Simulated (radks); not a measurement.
Hg3+, configuration [Xe] 4f14 5d9 (the NIST ground configuration). Calculated with a radial shooting solver on a logarithmic mesh with Libxc functionals: scalar-relativistic Kohn-Sham, MS2 meta-GGA, spin-polarised, spherical densities, finite nucleus; open shells are filled with parallel spins first (spin-orbit coupling, left out, can overturn this in heavy ions); meta-GGA in the generalised Kohn-Sham scheme; Fermi nuclear charge, rms radius 5.4648 fm. Some entries of the table are withheld. Estimate them.

orbital,occ.,eigenvalue (eV),r(max) (bohr)
1s up,1,-83227.10,0.01022
1s down,1,-83227.10,0.01022
2s up,1,-14789.45,0.05911
2s down,1,-14789.39,0.05910
2p up,3,-12754.53,0.04907
2p down,3,-12754.47,0.04907
3s up,1,-3541.158,0.1666
3s down,1,-3541.158,0.1666
3p up,3,-2951.420,0.1662
3p down,3,-2951.403,0.1662
3d up,5,-2331.298,0.1356
3d down,5,-2331.238,0.1356
4s up,1,-808.6964,0.3757
4s down,1,-808.5824,0.3758
4p up,3,-614.9362,0.3957
4p down,3,-614.8375,0.3957
4d up,5,-384.7185,0.4027
4d down,5,-384.6129,0.4027
5s up,1,-153.1785,0.8285
5s down,1,-152.4384,0.8275
4f up,7,-130.3706,0.3668
4f down,7,-130.2442,0.3668
5p up,3,-101.4912,0.9290
5p down,3,-100.6133,0.9275
5d up,5,(1),(2)
5d down,4,(3),(4)
6s up,0,-33.9165,2.003
6s down,0,-33.5394,2.007
6p up,0,-23.8445,2.446
6p down,0,-23.5807,2.457

Answer. 
(1) 5d up eigenvalue (eV): -42.9217
(2) 5d up r(max) (bohr): 1.142
(3) 5d down eigenvalue (eV): -42.0954
(4) 5d down r(max) (bohr): 1.142
